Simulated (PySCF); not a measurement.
PySCF job for Ga(H)2(OH) (GaH3O), SMILES [OH][GaH2], PBE-D3(BJ)/def2-TZVP. Geometry: PBE-D3(BJ)/def2-TZVP.

```python
import numpy as np
from pyscf import gto, scf, dft, df
from pyscf.hessian import thermo

mol = gto.M(
    atom='''
    Ga   -0.00520050    0.36544429    0.00000000
    H     1.38838887    1.07475536    0.00000000
    H    -1.45065126    0.98766728    0.00000000
    O     0.12171063   -1.44031256    0.00000000
    H    -0.75020715   -1.86869516    0.00000000
    ''',
    basis='def2-TZVP',
    charge=0,
    spin=0,
    max_memory=1600,
    verbose=3,
)
mf = dft.RKS(mol, xc='pbe').density_fit(auxbasis='def2-universal-jkfit')
mf.disp = 'd3bj'
mf.grids.level = 3
mf.conv_tol = 1e-11
mf.max_cycle = 100
mf.kernel()

# [left out here: the lines that compute and print the analytic Hessian (its translational invariance restored by hand, since the grid's response is missing), thermochemistry and intensities]
```

Program output:

```
converged SCF energy = -2001.55075491235

WARN: DFTD3 does not support analytical Hessian, using finite difference


WARN: Mole.unit (angstrom) is changed to Bohr

Mode                                 0                   1                   2
Irrep
Freq [cm^-1]                      466.4756            475.7116            595.8484
Reduced mass [au]                   1.0861              1.0915              1.0653
Force const [Dyne/A]                0.1392              0.1455              0.2228
Char temp [K]                     671.1545            684.4431            857.2932
Normal mode                   x     y     z       x     y     z       x     y     z
       0  Ga                 0.02 -0.00  0.00    0.00  0.00 -0.01   -0.00  0.00 -0.03
       1   H                -0.29  0.59  0.00   -0.00  0.00 -0.19    0.00 -0.00  0.71
       2   H                -0.25 -0.58 -0.00   -0.00 -0.00  0.36   -0.00 -0.00  0.64
       3   O                -0.05 -0.01 -0.00   -0.00 -0.00  0.07    0.00 -0.00  0.02
       4   H                -0.18  0.24  0.00   -0.00  0.00 -0.86   -0.00 -0.00  0.14
Mode                                 3                   4                   5
Irrep
Freq [cm^-1]                      648.8876            707.3257            843.5474
Reduced mass [au]                   5.7509              1.1548              1.1111
Force const [Dyne/A]                1.4267              0.3404              0.4658
Char temp [K]                     933.6047           1017.6841           1213.6769
Normal mode                   x     y     z       x     y     z       x     y     z
       0  Ga                -0.00  0.05  0.00   -0.00  0.00  0.00    0.01  0.01 -0.00
       1   H                 0.12 -0.20 -0.00   -0.27  0.58 -0.00   -0.09  0.17  0.00
       2   H                -0.10 -0.22 -0.00    0.25  0.63 -0.00   -0.05 -0.10  0.00
       3   O                 0.01 -0.20 -0.00    0.01 -0.09 -0.00   -0.07  0.02 -0.00
       4   H                -0.03 -0.12  0.00   -0.03 -0.01  0.00    0.38 -0.84  0.00
Mode                                 6                   7                   8
Irrep
Freq [cm^-1]                     1918.5575           1967.4276           3733.6770
Reduced mass [au]                   1.0180              1.0238              1.0667
Force const [Dyne/A]                2.2077              2.3349              8.7610
Char temp [K]                    2760.3770           2830.6903           5371.9299
Normal mode                   x     y     z       x     y     z       x     y     z
       0  Ga                -0.01  0.01 -0.00   -0.01 -0.00  0.00   -0.00  0.00  0.00
       1   H                -0.17 -0.05  0.00    0.87  0.44 -0.00    0.00  0.00  0.00
       2   H                 0.90 -0.38  0.00    0.14 -0.09 -0.00   -0.00  0.00 -0.00
       3   O                -0.00  0.00  0.00   -0.00 -0.00  0.00   -0.05 -0.03 -0.00
       4   H                 0.00 -0.00 -0.00    0.00 -0.01 -0.00    0.86  0.44  0.00
temperature 298.1500 [K]
pressure 101325.00 [Pa]
Rotational constants [GHz] 105.00768 10.49767 9.54359
Symmetry number 1
Zero-point energy (ZPE) 0.02587 [Eh]   67932.687 [J/mol]
                           tot       elec      trans        rot        vib
Entropy [J/mol/K]       263.962      0.000    164.691     87.662     11.609
Cv [J/mol/K]             50.155      0.000     12.472     12.472     25.212
Cp [J/mol/K]             58.470      0.000     20.786     12.472     25.212
Internal energy [J/mol]                      3718.434   3718.434  70474.252
Internal energy [Eh]   -2001.52108  -2001.55075
Enthalpy [J/mol]                             6197.391   3718.434  70474.252
Enthalpy [Eh]          -2001.52014
Gibbs free energy [J/mol]                  -42905.248 -22417.943  67013.125
Gibbs free energy [Eh] -2001.55011
static polarisability / bohr^3: [[37.442  0.279  0.   ]
 [ 0.281 38.678  0.   ]
 [-0.     0.    25.924]]
largest difference of analytic and finite-field dipole derivatives / e: 0.0013727381852133291
mode   freq/cm-1   IR/(km/mol)   Raman/(A^4/amu)   depolarisation
   1      466.48        55.205             8.466            0.721
   2      475.71       100.067             1.383            0.750
   3      595.85        64.972             0.431            0.750
   4      648.89       140.329             8.391            0.085
   5      707.33        37.505             9.692            0.682
   6      843.55        92.972             2.475            0.749
   7     1918.56       117.124           224.542            0.147
   8     1967.43       148.070           130.306            0.221
   9     3733.68        42.299           106.189            0.226
max |gradient| / (hartree/bohr): 1.5094226609103567e-05
APT charges: [ 1.0716 -0.2649 -0.291  -0.7409  0.2251]
```

The run converged.

Cost: around 110 core-seconds (rough).
